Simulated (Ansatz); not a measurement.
Mn(NH2)2 (MnN₂H₄), relaxed as a doublet with UKS r2SCAN-D4/def2-TZVP in Ansatz, starting from the r2SCAN-D4/def2-TZVP geometry of the neutral sextet. Force threshold 0.02 eV/Å.

The charge 0 doublet is spin-contaminated (final ⟨S²⟩ up to 2.43, 0.75 for a pure state). The relaxation made no stability test and no search for a lower SCF solution. At r2SCAN-D4/def2-TZVP a sextet of charge 0 lies 2.18 eV below the doublet, each at its own geometry.

Start:

```xyz
7

Mn    0.002    0.002    0.002
N     1.548   -0.673   -0.836
H     2.275   -0.123   -1.275
H     1.799   -1.648   -0.927
N    -1.547    0.674    0.836
H    -1.639    0.925    1.811
H    -2.438    0.844    0.388
```

Estimate the energy that the relaxation releases and the steps that it takes.

2.4 kcal/mol, in 16 steps; 4.6 min on 4 threads of AMD EPYC 7571 on a shared host. The force fell under the threshold at step 12, but the optimiser went on. No frequencies were taken in this run, so the end may be a saddle point.

Does the start keep its bonding and symmetry?

By distances, no bond broke or formed. The bond that changes most is Mn1–N2, from 1.88 to 1.85 Å (atoms count from 1). Point group D2d at the start, D2h at the end, both within 0.05 Å.

Predict the relaxed structure.


Cartesian coordinates in Å:
```
Mn 0.000 0.002 -0.002
N 1.520 -0.658 -0.819
H 2.463 -0.306 -0.706
H 1.560 -1.439 -1.463
N -1.520 0.658 0.819
H -1.560 1.437 1.464
H -2.463 0.305 0.707
```
Bond lengths: 2 × Mn–N 1.85 Å; 4 × H–N 1.01 Å.
